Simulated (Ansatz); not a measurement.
Relaxation of BCl₂H₃N (7 atoms, charge 0, multiplicity 2), to a largest force component of 0.03 eV/Å in at most 50 steps.

All numbers below come from UHF/6-31G* (Ansatz 0.2.0).

```xyz
7
Properties=species:S:1:pos:R:3
B 0.000 0.000 -0.428
H 0.000 0.000 1.971
Cl 1.538 0.022 -1.228
Cl -1.538 -0.022 -1.228
N 0.000 0.000 2.988
H -0.495 -0.698 3.483
H 0.495 0.698 3.483
```

Where does it end, and by what steps?

The forces met the threshold. After 28 steps the energy has fallen by 1.486 eV; H7 moved furthest, 1.35 Å. Joined: B1–N5 (3.42 → 1.62 Å).

```tsv
step	energy less start (eV)	largest force component (eV/Å)	accepted
0	0.0000	1.564	yes
1	-0.0750	0.208	yes
2	-0.0851	0.053	yes
3	-0.2310	0.932	yes
4	-0.3261	0.658	yes
5	-0.3584	0.851	yes
6	-0.3743	0.073	yes
7	-0.3744	0.197	yes
8	-0.3759	0.137	yes
9	-0.3580	0.934	no
10	-0.3788	0.060	yes
11	-0.3812	0.297	yes
12	-0.3813	0.628	yes
13	-0.3898	0.751	yes
14	-0.4208	0.121	yes
15	-0.4343	0.089	yes
16	-0.4540	0.437	yes
17	-0.4830	0.311	yes
18	-0.5092	0.469	yes
19	-0.5553	0.227	yes
20	-0.6116	0.433	yes
21	-0.6928	0.180	yes
22	-0.8911	0.855	yes
23	-1.2246	1.483	yes
24	-1.3802	1.353	yes
25	-1.2924	2.943	no
26	-1.4628	0.368	yes
27	-1.4850	0.070	yes
28	-1.4858	0.020	yes
```

```xyz
7
Properties=species:S:1:pos:R:3
B -0.038 -0.388 0.414
H 0.829 -0.545 2.416
Cl 1.519 0.267 -0.285
Cl -1.594 0.358 -0.191
N 0.019 -0.105 2.012
H -0.804 -0.470 2.462
H 0.070 0.883 2.211
```

Whether the end is a true minimum wasn't checked by a vibrational analysis.

The run took 37 s on 1 thread of Intel(R) Xeon(R) 6975P-C (Granite Rapids), with other jobs on the host, peak memory 0.18 GiB.
